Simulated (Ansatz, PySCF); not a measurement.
Spin states of HNbO (SMILES [OH][Nb]), each relaxed with B3LYP-D3(BJ)/def2-TZVP.
State 1 (charge 0, multiplicity 5):
```xyz
3

Nb    -0.96912    -0.70593    -0.89038
O      0.33778    -0.08634     0.35939
H      0.59817     0.83964     0.46067
```
State 2 (charge 0, multiplicity 1):
```xyz
3

Nb    -0.9581    -0.8349    -0.8552
O      0.1654     0.1702     0.1323
H      0.7596     0.7121     0.6526
```

Singlets are restricted, other states unrestricted; no spin–orbit coupling, no relativity up to Kr; see below for the cores. The largest T1 diagnostic is 0.027.

Correlated levels freeze the inner cores; with def2 sets outer-core shells near the valence are correlated too. CBS(a, b) extrapolates the correlation energy as X⁻³ and adds the Hartree–Fock energy of set b.

The values were computed with Ansatz (Gaussian basis) for Hartree–Fock, density functionals and correlated methods; PySCF for the dispersion terms. Each number belongs to the level named beside it. In def2 rows elements past Kr take small-core potentials, without spin–orbit coupling.

Task: What is the computed energy of the multiplicity-1 state less that of the multiplicity-5 state (CAM-B3LYP-D3(BJ)/def2-TZVPP)?

Result: 116 kJ/mol

Task: Predict the energy of the multiplicity-1 state less that of the multiplicity-5 state from CCSD(T)/CBS(def2-SVP, def2-TZVPP).

Result: 106 kJ/mol

Task: What is the computed energy of the multiplicity-1 state less that of the multiplicity-5 state (PBE0-D3(BJ)/def2-TZVPP)?

Result: 160 kJ/mol

Doubts at one or more of the structures used: a restricted determinant that unrestricted orbitals would lower (CCSD(T)/CBS(def2-SVP, def2-TZVPP)).

Ansatz is an electronic-structure program.
